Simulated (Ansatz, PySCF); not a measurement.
C2H6OZn, charge -1, doublet, at a GFN2-xTB geometry (such geometries of metal compounds can be far from the true shape) (a state made from the parent by changing its charge; the spin is typed, not shown lowest) (in this run its highest filled SCF level lies above zero, so its values depend strongly on the basis, on diffuse functions most of all), atoms displaced at random by about 0.03 Å a coordinate. Base run: PySCF with PBE0/6-31G, gradient.

PySCF was given this input:
```python
from pyscf import gto, scf, dft

mol = gto.Mole()
mol.atom = '''
    Zn    0.721097    0.436875    0.078617
    C    -0.369633   -1.269520   -1.140117
    C    -1.829753   -0.944696   -1.227847
    H    -0.261837   -2.152028   -0.647571
    H    -0.034630   -1.389569   -2.205069
    H    -2.033306    0.006492   -1.788159
    H    -2.276479   -0.804407   -0.236261
    H    -2.419699   -1.767976   -1.709071
    O    -0.137711    0.572844    1.975365
    H     0.102295    1.136164    2.730685
'''
mol.basis = '6-31g'
mol.charge = -1
mol.spin = 1
mol.verbose = 4
mol.build()

mf = dft.UKS(mol)
mf.xc = 'pbe0'
mf.kernel()
g = mf.nuc_grad_method()
grad = g.kernel()
```

Programs used: Ansatz (a program for electronic structure), PySCF; a row that names a program was run with it.

The coordinate followed is z of atom 6.

Each row names what was changed in the base input (with any setting that the change needs).

```csv
change,dE/dx (Eh/bohr),net force (Eh/bohr)
base,-0.004915,0.000037
finite difference step (bohr) = 1e-4; conv_tol = 1e-11,-0.004907,-
grids.level = 0; grid_response = on,-0.004918,0.000000
finite difference step (bohr) = 1e-3; conv_tol = 1e-11,-0.004907,-
grids.level = 1; grid_response = on,-0.004921,0.000000
code = ansatz,-0.004906,0.000000
grids.level = 5; grid_response = on,-0.004913,0.000000
finite difference step (bohr) = 0.2; conv_tol = 1e-11,-0.004748,-
density fitting = on,-0.004920,0.000037
finite difference step (bohr) = 0.05; conv_tol = 1e-11,-0.004896,-
conv_tol = 1e-11,-0.004915,0.000037
grid_response = on,-0.004907,0.000000
```

The net force is zero for an exact gradient.

Open shells are given as the SCF converged; they aren't shown to be the lowest states, and a large step between rows can be another state.
